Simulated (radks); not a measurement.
Neutral xenon inside a hard spherical wall (all orbitals vanish at R), configuration held at [Xe] and not refilled when levels cross. Calculated with a radial shooting solver on a logarithmic mesh with Libxc functionals: scalar-relativistic Kohn-Sham, r2SCAN, spin-unpolarised, spherical densities, finite nucleus; meta-GGA in the generalised Kohn-Sham scheme; Fermi nuclear charge, rms radius 4.7859 fm. Eigenvalues in eV, with the zero of energy where the potential of the charges vanishes at infinity; a dash marks a level that is unbound or too diffuse for the functional's potential to be trusted. A positive occupied level is held by the wall or, in an anion where self-interaction has pushed it up, behind a barrier. The pressure on the wall is -dE/dV.

R (bohr),E (hartree),kinetic (hartree),e(4p),e(4d),e(5s),e(5p),"e(6s, empty)","e(5d, empty)",pressure (GPa)
free,-7448.02891,7832.280,-144.68,-60.636,-20.422,-8.585,-,-,0
20,-7448.02891,7832.280,-144.68,-60.636,-20.422,-8.585,-,-,< 0.0001
15,-7448.02891,7832.280,-144.68,-60.636,-20.422,-8.585,-,-,< 0.0001
7,-7448.02575,7832.312,-144.52,-60.480,-20.295,-8.461,3.085,4.138,0.243
4,-7447.60734,7834.730,-138.38,-54.482,-15.694,-3.179,26.312,14.740,106
3.5,-7447.03106,7837.433,-133.63,-49.889,-11.810,1.585,43.151,22.335,337
2,-7429.33038,7901.231,-83.240,-1.153,59.595,86.825,279.16,134.16,25500
1.5,-7380.65287,8054.459,-14.954,71.661,219.44,262.61,666.70,327.61,199000
